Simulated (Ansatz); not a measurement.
Consider the isomerisation: `[NH2][AlH][CH]=S` → `[AlH2]/[N]=C\S`.

Calculated with Ansatz (gas phase, PBE0-D4/def2-TZVP geometries, no zero-point term in ΔE). CCSD(T)/CBS is the MP2 limit (def2-TZVPP, def2-QZVPP) plus CCSD(T) − MP2 in def2-TZVPP, frozen cores. DFT in def2-TZVPP. Each species was taken in one conformer, which may not be the lowest.

`[NH2][AlH][CH]=S`:

Cartesian coordinates in Å:
```
N -0.411 0.252 -1.476
Al 0.032 0.768 0.144
C 0.400 -0.693 1.421
S 0.277 -2.227 0.919
H -0.631 0.853 -2.252
H -0.474 -0.720 -1.738
H 0.120 2.303 0.516
H 0.686 -0.536 2.467
```

`[AlH2]/[N]=C\S`:

```xyz
8

Al   -1.804    0.321    0.803
N    -0.279    0.191   -0.043
C     0.821    0.044   -0.591
S     2.042   -1.111   -0.023
H    -1.900    1.374    1.977
H    -2.990   -0.600    0.313
H     1.148    0.608   -1.475
H     2.960   -0.829   -0.961
```

CCSD(T)/CBS gives +44.8 kJ/mol.

(1) Another level gave +26.1 kJ/mol. Which?
A. r2SCAN0-D4/def2-TZVPP
B. revPBE-D4/def2-TZVPP
C. CCSD(T)/def2-TZVPP
D. r2SCAN/def2-TZVPP

Largest T1 diagnostic among the species: 0.015.

Answers

(1) A. r2SCAN0-D4 26.1, r2SCAN 20.3, revPBE-D4 14.0, CCSD(T)/def2-TZVPP 40.5 kJ/mol.

In def2-TZVPP, CCSD(T) changes the Hartree–Fock value by +15.7 kJ/mol (the triples alone add +0.6 kJ/mol) and MP2 by +15.5 kJ/mol. From BLYP to BHLYP (50 % exact exchange), in def2-TZVPP and without D4, ΔE moves by +10.3 kJ/mol.
